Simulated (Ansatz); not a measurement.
Series SbX3: binding per atom (eV) at several levels, gas phase, relaxed structures; Ansatz. Core potentials for I, Sb in the def2 sets, no spin–orbit coupling. Binding counts from free atoms in the multiplicity of their measured ground term, without zero-point energy. A dash marks a value that wasn't run or was left out as unsound. The structures are stationary points that may keep the symmetry of their start. Correlated methods freeze inner cores and use unrestricted references for open shells.

| species | state | geometry | PBE-D4/def2-SVP | PBE-D4/def2-TZVP | revPBE-D4/def2-TZVP | PBE0-D4/def2-SVP | ωB97X-V/def2-TZVP | MP2/def2-TZVP |
| --- | --- | --- | --- | --- | --- | --- | --- | --- |
| SbF3 | singlet | B3LYP-D4/def2-TZVP | 3.51 | 3.66 | 3.49 | 3.20 | 3.52 | 3.48 |
| SbCl3 | singlet | PBE0-D4/def2-SVP | 2.58 | 2.65 | 2.55 | 2.43 | 2.53 | 2.41 |
| SbBr3 | singlet | r2SCAN-D4/def2-SVP | 2.28 | 2.32 | – | 2.13 | 2.17 | 2.10 |
| SbMe3 (C3H9Sb) | singlet | PBE0-D4/def2-SVP | 3.70 | 3.70 | 3.63 | 3.65 | 3.66 | – |

Estimate the rows for SbH3 (singlet, PBE-D4/def2-TZVP geometry); SbI3 (singlet, PBE-D4/def2-SVP geometry).


```csv
species,state,geometry,PBE-D4/def2-SVP,PBE-D4/def2-TZVP,revPBE-D4/def2-TZVP,PBE0-D4/def2-SVP,ωB97X-V/def2-TZVP,MP2/def2-TZVP
SbH3,singlet,PBE-D4/def2-TZVP,2.09,2.11,2.08,2.05,2.18,1.86
SbI3,singlet,PBE-D4/def2-SVP,1.92,1.96,1.85,1.77,–,1.74
```
